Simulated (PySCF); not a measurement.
C7H9NO.
SMILES: `C#C[C@H]1C[C@@H](NC=O)C1`

The closed-shell SCF was solved with PySCF and density fitting under several settings on one GFN2-xTB geometry (grid level 2 and gas phase unless stated).

```tsv
settings	basis functions	SCF cycles	E (Eh)	HOMO (eV)	LUMO (eV)	dipole (D)
BP86/6-31++G**, start guess sap	216	25	-402.0589	-6.05	-0.70	3.08
WP04/pcSseg-1	198	17	-411.4584	-8.59	-1.63	3.26
```

Question: Estimate the rows for these settings: (1) PBE0/pcSseg-1, IEF-PCM cyclohexane, grid level 3; (2) PBE0/def2-SVPD, IEF-PCM chloroform.

Answer: 
```tsv
settings	basis functions	SCF cycles	E (Eh)	HOMO (eV)	LUMO (eV)	dipole (D)
PBE0/pcSseg-1, IEF-PCM cyclohexane, grid level 3	198	14	-401.5442	-7.42	0.65	3.44
PBE0/def2-SVPD, IEF-PCM chloroform	255	14	-401.3280	-7.47	0.43	3.86
```

Question: Over all rows, what range does the HOMO–LUMO gap span?

Answer: From 5.35 eV (BP86/6-31++G**, start guess sap) to 8.07 eV (PBE0/pcSseg-1, IEF-PCM cyclohexane, grid level 3). The functional of the narrowest has no exact exchange, that of the widest 25 % exact exchange.

Question: And the dipole moment?

Answer: From 3.08 D (BP86/6-31++G**, start guess sap) to 3.86 D (PBE0/def2-SVPD, IEF-PCM chloroform); the largest is 1.25 times the smallest, and the median is 3.35 D.

Whole jobs, the steps after the SCF included, on Arm Neoverse V1, one thread, on a shared host:

| settings | work after the SCF | wall time | peak memory |
| --- | --- | --- | --- |
| BP86/6-31++G**, start guess sap | spin–spin couplings from 9 perturbed nuclei, spin–dipole term left out | 83 s | 0.71 GiB |
| WP04/pcSseg-1 | shieldings, ring-centre shieldings | 29 s | 0.97 GiB |
| PBE0/pcSseg-1, IEF-PCM cyclohexane, grid level 3 | shieldings, ring-centre shieldings | 35 s | 0.99 GiB |
| PBE0/def2-SVPD, IEF-PCM chloroform | 3 singlets by full TDDFT, 5 Tamm–Dancoff triplets, polarisability | 52 s | 1.1 GiB |

Cycle counts include a coarse-grid stage where the run had one. All basis functions are spherical, in the Pople sets too. WP04 was designed for NMR shieldings or shifts; total energies of different functionals aren't comparable. The species at its GFN2-xTB geometry (one conformer only).

Conformer computed: `[CH:1]#[C:2][C@H:3]1[CH2:4][C@@H:5]([NH:6][CH:7]=[O:8])[CH2:9]1`: C4–C5–N6–C7 -127°, C5–N6–C7–O8 0°.
